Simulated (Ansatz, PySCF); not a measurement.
Process, species as SMILES: ClC(Cl)(Cl)Cl [tetrachloromethane] + 4 [H][H] (H2) -> C (CH4) + 4 Cl (HCl)
Each molecule is optimised on its own at B3LYP-D3(BJ)/def2-TZVP (Ansatz, a quantum-chemistry and plane-wave program). Frequencies are from Ansatz or PySCF.
Geometry of the first species:
```xyz
5

C      0.0000     0.0000     0.0000
Cl     1.0327     1.0410     1.0081
Cl    -1.0056    -1.0297     1.0464
Cl    -1.0489     1.0136    -1.0192
Cl     1.0218    -1.0250    -1.0353
```

Property: energy of full hydrogenation (enthalpy at 298 K, with B3LYP-D3(BJ) rigid-rotor harmonic-oscillator terms), in kJ/mol. Cores are frozen in the correlated levels unless marked. Spin-orbit coupling is left out. Non-relativistic. CBS(X,Y): correlation extrapolated as X^-3; Hartree-Fock from the larger set. [CCSD(T)-MP2]/basis is that difference in the basis named.

Level to compare with: RI-MP2/CBS(aug-cc-pV(T+d)Z,aug-cc-pV(Q+d)Z)+[CCSD(T)-MP2]/aug-cc-pV(T+d)Z (Ansatz), -354.1 kJ/mol. It is a level with limits of its own, and the differences hold the functionals' basis error too.

Problem. Rank these functionals by how close they come to RI-MP2/CBS(aug-cc-pV(T+d)Z,aug-cc-pV(Q+d)Z)+[CCSD(T)-MP2]/aug-cc-pV(T+d)Z, closest first: HSE06/def2-TZVPD (Ansatz); revPBE/def2-TZVPD (Ansatz); wB97X-V/def2-TZVPD (Ansatz).

Solution. wB97X-V/def2-TZVPD (range-separated hybrid with VV10, -354.9 kJ/mol, difference -0.8), revPBE/def2-TZVPD (GGA, -345.5 kJ/mol, difference 8.6), HSE06/def2-TZVPD (screened hybrid, -368.5 kJ/mol, difference -14.4)
